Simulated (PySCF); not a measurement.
C3H8Si2, SMILES [SiH2]1[SiH2]C(C1)=C.

Geometry optimised at TPSSh-D3(BJ)/def2-SVP. This is a generated structure with no PubChem entry under its InChIKey; it may be hypothetical.

Vertical ionisation energy (IE) and electron affinity (EA) in eV. Rows of orbital energies are one-electron estimates. Where ΔSCF, EOM or ADC give a negative EA the extra electron is unbound and the value depends on the basis.

| level | IE | EA |
|---|---|---|
| −ε(HOMO), −ε(LUMO), B3LYP/def2-TZVP (PySCF) | 7.03 | 0.87 |
| −ε(HOMO), −ε(LUMO), PBE/def2-TZVP (PySCF) | ? | ? |

Task: What belongs in the gaps? (An estimate is asked for; the answer gives what the named calculation found.)

Result: 
- −ε(HOMO), −ε(LUMO), PBE/def2-TZVP (PySCF), IE: 6.20
- −ε(HOMO), −ε(LUMO), PBE/def2-TZVP (PySCF), EA: 1.63
